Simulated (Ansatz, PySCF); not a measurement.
Dissociation curve of BrNa, singlet.

RKS-BLYP = restricted BLYP/cc-pVDZ in Ansatz (a first-principles code); RKS-B3LYP/LANL2DZ = restricted B3LYP/LANL2DZ, with its core potentials past Ne (PySCF); RHF/cc-pVDZ (Ansatz).

Total energies in hartree (comparable only within one method and basis):

| R / Å | RKS-BLYP | RKS-B3LYP/LANL2DZ | RHF |
|---|---|---|---|
| 2.08 | -2736.48010 | -13.39119 | -2734.28178 |
| 2.22 | -2736.50255 | -13.42037 | -2734.30669 |
| 2.37 | -2736.51367 | -13.43677 | -2734.31934 |
| 2.47 | -2736.51641 | -13.44207 | -2734.32265 |
| 2.59 | -2736.51650 | -13.44445 | -2734.32313 |
| 2.72 | -2736.51396 | -13.44367 | -2734.32078 |
| 2.79 | -2736.51182 | -13.44226 | -2734.31867 |
| 2.89 | -2736.50815 | -13.43941 | -2734.31495 |
| 2.98 | -2736.50440 | -13.43625 | -2734.31110 |
| 3.06 | -2736.50085 | -13.43312 | -2734.30741 |
| 3.24 | -2736.49252 | -13.42546 | -2734.29858 |
| 3.37 | -2736.48647 | -13.41970 | -2734.29205 |
| 3.60 | -2736.47619 | -13.40957 | -2734.28066 |
| 3.85 | -2736.46602 | -13.39912 | -2734.26896 |
| 4.21 | -2736.45354 | -13.38559 | -2734.25375 |
| 4.57 | -2736.44356 | -13.37414 | -2734.24054 |
| 5.09 | -2736.43291 | -13.36131 | -2734.22477 |
| 5.65 | -2736.42521 | -13.35147 | -2734.21152 |
| 6.35 | -2736.41913 | -13.34312 | -2734.19888 |
| 7.11 | -2736.41515 | -13.33707 | -2734.18833 |
| 8.34 | -2736.41160 | -13.33104 | -2734.17613 |
| 9.80 | -2736.40936 | -13.32694 | -2734.16682 |

The restricted form behind RKS-BLYP, RKS-B3LYP/LANL2DZ, RHF keeps the bonding electrons paired and can't separate into open-shell fragments.
